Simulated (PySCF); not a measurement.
AlH2Cl, SMILES [Cl][AlH2]. Geometry optimised at B3LYP-D3(BJ)/def2-TZVP.

Method: B3LYP-D3(BJ)/def2-TZVP in PySCF.

Harmonic wavenumbers (cm⁻¹): 514, 516, 604, 789, 1968, 1984. Rotational constants (GHz): 129.5, 6.724, 6.392; symmetry number 2.

Task: Work out the zero-point energy and the ideal-gas rigid-rotor harmonic-oscillator thermochemistry at 298.15 K and 1 atm.

Result: ZPE = ½ Σ hcν = ½ × 6376 cm⁻¹ = 38.14 kJ/mol. H − E(el) = 49.80 kJ/mol. Entropy in J/(mol K): translation 160.70, rotation 84.55, vibration 7.97, total 253.21. G − E(el) = -25.69 kJ/mol. Cp = 50.62 J/(mol K).
